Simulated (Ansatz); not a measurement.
Reaction (isomerisation): `CCC[O][AlH2]` → `C[CH2][Al]([CH3])[OH]`

Computed with Ansatz on PBE0-D4/def2-TZVP structures; ΔE is electronic, products minus reactants. CBS: MP2 limit from def2 TZ/QZ plus the TZ coupled-cluster correction, frozen cores. Functionals use def2-TZVPP. B3LYP here is the variant with VWN-RPA as its local correlation; programs differ in this. Each species was taken in one conformer, which may not be the lowest.

| level | ΔE (kJ/mol) | difference from CCSD(T)/CBS |
| --- | --- | --- |
| PBE-D4 | -120.1 | 0.2 |
| B3LYP-D4 | -113.2 | 7.1 |
| ωB97X-V | -108.4 | 11.9 |
| ωB97M-V | -118.6 | 1.7 |
| B2PLYP | -116.3 | 4.0 |
| PBE-QIDH | -118.6 | 1.7 |
| revPBE | -122.6 | -2.3 |
| PBE0 | -118.6 | 1.7 |
| LC-ωPBE | -118.0 | 2.3 |
| CCSD/def2-SVP | -84.9 | 35.4 |
| CCSD(T)/def2-SVP | -84.2 | 36.1 |
| HF/def2-TZVPP | -91.2 | 29.1 |
| MP2/def2-TZVPP | -123.8 | -3.5 |
| CCSD/def2-TZVPP | -112.9 | 7.4 |
| CCSD(T)/def2-TZVPP | -115.0 | 5.3 |
| MP2/CBS(def2) | -129.1 | -8.8 |
| CCSD(T)/CBS | -120.3 | 0 |

Largest T1 diagnostic among the species: 0.011.

Leaving LDA and LC-ωPBE aside and taking each functional with its dispersion term where it has one, the values, not all of them listed here, spread over 23.0 kJ/mol, from r2SCAN-D4 to B97M-V. LDA lies +8.8 kJ/mol from PBE without D4. At CCSD(T), def2-SVP lies +36.1 kJ/mol from the extrapolated value and def2-TZVPP +5.3 kJ/mol.

CCSD(T)/CBS has its own doubt, a few kJ/mol and more with outer-core shells, so smaller differences from it don't rank the levels.
